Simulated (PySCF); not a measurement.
CdI, SMILES [I][Cd] (connectivity only; charge and spin as stated), neutral, multiplicity 2.

Coordinates come from a B3LYP-D3(BJ)/def2-TZVP optimisation. The multiplicity is an assumed one; other spin states were not compared. The def2 effective core potentials stand for the cores of Cd, I; spin–orbit coupling is left out.

All values below come from B3LYP/def2-TZVPD run with PySCF.

Gas-phase values at a fixed geometry.

Computed frontier levels, dipole moment and polarisability:
```json
{
 "α spin, highest occupied and lowest empty level": "-6.18 and -1.33 eV",
 "β spin, highest occupied and lowest empty level": "-6.99 and -4.30 eV",
 "dipole_moment": "3.08 D",
 "mean_static_polarisability": "83.6 bohr³ (12.39 Å³)",
 "polarisability_principal_values": "66.0, 66.0, 119.0 bohr³",
 "⟨S²⟩": "0.754 (pure state 0.75)"
}
```
